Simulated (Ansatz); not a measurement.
LaB₆⁺. The state is a singlet with charge 1. Geometry B3LYP-D4/def2-SVP, basis def2-TZVP, Ansatz.

```xyz
7

La    2.087    0.015   -0.053
B     0.281   -1.158   -1.338
B    -0.540   -0.119    0.938
B     0.257    1.325    1.168
B    -0.843    1.360    0.031
B    -0.433   -1.429    0.061
B    -0.809    0.006   -0.807
```

```json
{"run": "A", "HOMO (eV)": "-9.29", "LUMO (eV)": "-8.91"}
{"run": "B", "HOMO (eV)": "-9.25", "LUMO (eV)": "-9.06"}
{"run": "C", "HOMO (eV)": "-9.95", "LUMO (eV)": "-8.26"}
{"run": "D", "HOMO (eV)": "-9.76", "LUMO (eV)": "-8.35"}
{"run": "E", "HOMO (eV)": "-9.59", "LUMO (eV)": "-8.63"}
```

In the def2 sets La takes a core potential; there is no spin–orbit coupling. B3LYP takes the VWN-RPA correlation. HSE06 is defined as in plane-wave codes, on full-range PBE exchange. No other spin state of charge 1 was run. The structure comes from a short search, and lower isomers may exist.

Question: The runs used B3LYP, HSE06, PBE, PBE0, r2SCAN. Estimate which is which.

Answer: A r2SCAN (0 % exact exchange); B PBE (0 % exact exchange); C PBE0 (25 % exact exchange); D B3LYP (20 % exact exchange); E HSE06 (range-separated). Exact exchange lowers occupied and raises empty levels; among semilocal functionals meta-GGAs tend to open the gap a little, and such runs are hard to tell apart. The gap grows from 0.18 eV (PBE) to 1.70 eV (PBE0). The restricted singlet is unstable towards broken spin symmetry in Hartree–Fock (as tested in another run); at r2SCAN-D4/def2-TZVP, PBE-D4/def2-TZVP, PBE0-D4/def2-TZVP, B3LYP-D4/def2-TZVP and others this wasn't settled.
